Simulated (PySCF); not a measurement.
NMR data sheet: C5H3NO

- Formula: C5H3NO
- SMILES: N#Cc1ccco1
- Point group of the computed structure: Cs
- Degrees of unsaturation: 5
- Carbon signals: 5
- Proton signals: 3

Bonds (- single, = double, # triple, : aromatic): N1#C2 1.160 Å, C2-C3 1.416 Å, C3:C4 1.372 Å, C4:C5 1.422 Å, C5:C6 1.367 Å, C6:O7 1.340 Å, O7:C3 1.354 Å. C4 carries H8; C5 carries H9; C6 carries H10.

[PySCF 2.14.0 with density-fitted response routines: shieldings: GIAO CAM-B3LYP/pcSseg-2; J couplings at B3LYP/pcJ-1 (spin–dipole term only in couplings to heteroatoms); structure optimised with PBE0-D3(BJ)/def2-SVP; non-relativistic Hamiltonian; one conformer; gas phase]

δ = σ(ref) − σ, references computed at the same level: 1H (31.34 ppm) and 13C (182.55 ppm) against TMS; 15N (261.83 ppm) against NH3; 17O (329.76 ppm) vs H2O.

| carbon | δC, type | δH (multiplicity, J in Hz) | HMBC from (abs. J ≥ 3 Hz) | span of the C tensor (ppm) |
| --- | --- | --- | --- | --- |
| C2 | 119.8, C | – | – | 352 |
| C3 | 140.0, C | – | H10, H8, H9 | 143 |
| C4 | 135.4, CH | 7.26 (d, 4.1) | H10, H9 | 208 |
| C5 | 122.2, CH | 6.70 (dd, 4.1, 2.2) | H10, H8 | 186 |
| C6 | 158.8, CH | 7.61 (d, 2.2) | H8, H9 | 166 |

Other nuclei:
```csv
atoms,nucleus,environment,δ (ppm),σ (ppm)
N1,15N,nitrile nitrogen,329.1,-67.3
O7,17O,aromatic ring oxygen,313.3,16.4
```

Selected couplings (Hz, signed; the shortest-range and largest first, 30 at most; isotopes 13C, 1H, 15N): 1J(C6,H10) 215.6, 1J(C4,H8) 190.3, 1J(C5,H9) 188.9, 1J(C2,C3) 125.1, 1J(C3,C4) 81.0, 1J(C5,C6) 72.3, 1J(C4,C5) 57.0, 1J(N1,C2) -20.9, 2J(C2,C4) 8.3, 2J(C3,C6) 5.3, 2J(C3,C5) 3.8, 2J(N1,C3) 3.5, 3J(C2,C5) 4.4, 3J(C2,C6) 4.1, 3J(H8,H9) 4.1, 3J(H9,H10) 2.2, 3J(N1,C4) -1.3, 4J(N1,C6) -1.3.

- Carbon types of the structure: 2 × C, 3 × CH, which accounts for all hydrogens.
- δC 158.8: aromatic CH next to the ring oxygen.
- δC 140.0: substituted aromatic carbon next to the ring oxygen.
- δC 135.4, 122.2: aromatic CH.
- δC 119.8: nitrile carbon; C≡N carbons fall here, among the sp2 signals but without a proton.
- δH 7.26, 6.70: hydrogen on an aromatic CH; aromatic region.
- The protons at 7.26 and 6.70 share a coupling of 4.1 Hz (vicinal, an ortho-type coupling).

Multiplet labels drop couplings under 1 Hz and merge nearly equal ones. Unscaled 3J(H,H) at this level run about 10 % above measured values. Shifts are as computed, not scaled to solution data. Of 1211 compounds with measured shifts, 218 miss one by over three times the rms of a fit or turn the order of signals round; such compounds aren't used in these exercises. Unscaled 17O shifts of doubly bonded oxygen tend to come out too high, by tens of ppm or more. Experimental scales use liquid or dissolved standards, which lie at an offset from isolated NH3 (liquid NH3: subtract about 20 ppm) and H2O (liquid H2O: subtract about 36 ppm). Unscaled 15N shifts of sp2 nitrogen come out 20 to 40 ppm too high even then.
